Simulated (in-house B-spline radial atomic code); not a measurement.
K¹²⁺. Computed with a B-spline radial atomic code. Model: all-electron spherical atom, spin shells full or empty, radial basis limit, no spin-orbit coupling, Breit or QED, empty-state partial waves extrapolated as (l+1/2)^-4, RPA, G0W0 and static COHSEX of the highest shell as one setting changes (uncorrelated shells keep exact exchange).

Empty levels are discrete states of a finite basis, so the steps are uneven.

Given: element K; charge 12; filled core He; hamiltonian one-electron scalar X2C; mean-field start PBE0; highest l of empty states 9; nuclear rms radius 3.4349 fm; lowest nl shells left uncorrelated 1; highest mean-field shell 2p up; box radius 5.84 bohr.

Shell: 2s 1 1, 2p 3 0 (electrons up and down).

| highest empty level kept (hartree) | RPA correlation energy (hartree) | G0W0 level (eV) | G0W0 minus most complete (meV) | COHSEX level (eV) | linearised minus solved G0W0 (meV) |
| --- | --- | --- | --- | --- | --- |
| 56.33 | -0.22698 | -716.27 | 570.2 | -720.93 | -35.5 |
| 112.67 | ? | ? | ? | ? | ? |
| 197.17 | -0.26963 | -716.69 | 145.1 | -722.39 | -36.7 |
| 338 | -0.27591 | -716.77 | 71.3 | -722.59 | -36.9 |
| 563.33 | -0.27988 | -716.82 | 24.1 | -722.7 | -37 |
| 1014 | -0.28126 | -716.83 | 7.8 | -722.74 | -37.1 |
| 1690 | -0.28171 | -716.84 | 2 | -722.76 | -37.1 |
| 3380 | -0.28187 | -716.84 | 0.3 | -722.76 | -37.1 |
| 6760 | ? | ? | ? | ? | ? |
| 14083 | -0.28191 | -716.84 | 0 | -722.76 | -37.1 |
| 33800 | -0.28191 | -716.84 | 0 | -722.76 | -37.1 |
| 112670 | -0.28191 | -716.84 | 0 | -722.76 | -37.1 |

Q: What follows for highest empty level kept = 6760?

A: RPA correlation energy -0.2819 hartree; G0W0 level -716.84 eV; G0W0 minus most complete 0 meV; COHSEX level -722.76 eV; linearised minus solved G0W0 -37.1 meV.

Q: What follows for highest empty level kept = 112.67?

A: RPA correlation energy -0.25449 hartree; G0W0 level -716.54 eV; G0W0 minus most complete 301.8 meV; COHSEX level -721.9 eV; linearised minus solved G0W0 -36.2 meV.
